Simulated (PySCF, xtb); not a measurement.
VF₄, SMILES [F][V+]([F])([F])[F], charge +1, multiplicity 1.

Harmonic wavenumbers (cm⁻¹) from GFN2-xTB run with xtb at its own minimum, in rising order: 207, 207, 231, 231, 231, 623, 742, 742, 742.

What does PBE0-D3(BJ)/def2-SVP in PySCF give at its own minimum? (Estimate from the structure and the level; the computed values follow.)

234, 234, 254, 254, 254, 845, 970, 970, 970. Paired by order, the mean absolute difference is 114 cm⁻¹ and the zero-point energies are 5.7 and 7.1 kcal/mol.
